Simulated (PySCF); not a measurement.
Input of a run (PBE0/6-31G* geometry optimisation, gas phase (PySCF 2.14.0)), started from GFN2-xTB:
```
{"job": {"xc": "PBE0", "basis": "6-31G*", "grid": 1, "kind": "geom"}, "charge": 0, "multiplicity": 1}
C     -1.865127    -0.836262     0.032452
C     -2.098291     0.532728    -0.100621
C     -1.049138     1.426652    -0.158844
C      0.242849     0.929385    -0.081950
S      1.723601     1.844237    -0.130208
C      2.651024     0.388730     0.025770
C      1.896854    -0.725622     0.109791
C      0.497757    -0.449010     0.051227
C     -0.582581    -1.330865     0.108214
H     -2.704914    -1.513993     0.076639
H     -3.113547     0.895818    -0.158539
H     -1.221201     2.487056    -0.261485
H      3.720701     0.467539     0.044664
H      2.298812    -1.718087     0.209829
H     -0.401213    -2.390318     0.211149
```

Output (energies in Eh, forces in Eh/bohr):
```
step   0  E = -706.12990672  max force = 0.007589
step   1  E = -706.13072758  max force = 0.000942
step   2  E = -706.13072787  max force = 0.000827
step   3  E = -706.13073218  max force = 0.000219
optimisation converged
```

Summarise the run.

The energy falls by 0.52 kcal/mol over 4 energy and gradient evaluations, the largest force component goes from 0.0076 to 2.2e-04 Eh/bohr, and the atoms move by 0.016 Å rms after alignment. Among the bonds, C1–C2, C3–C4, C7–C8, C8–C9, C6–H13 and C7–H14 change most and about equally (+0.009 to +0.010 Å). Bonds longer at the end by more than 0.005 Å: 14 of 16; shorter: 0. The energy never rose by more than 1e-6 Eh on the way. The first step brought 99 % of the lowering.

What are the final bond lengths?

C1–C2 1.404 Å, C2–C3 1.387 Å, C3–C4 1.396 Å, C4–S5 1.743 Å, S5–C6 1.736 Å, C6–C7 1.356 Å, C7–C8 1.436 Å, C8–C9 1.404 Å, C1–C9 1.384 Å, C4–C8 1.414 Å, C1–H10 1.086 Å, C2–H11 1.086 Å, C3–H12 1.086 Å, C6–H13 1.083 Å, C7–H14 1.085 Å, C9–H15 1.087 Å. Numbering counts from 1 in the input's order; the species is `c1ccc2sccc2c1`.

The run used 142 basis functions and 26 SCF cycles in all. Hardware: one thread of an Arm Neoverse V1, shared host. Cost: 30 s wall, 0.65 GiB resident at most.

Whether it is a minimum is left open (no frequencies).
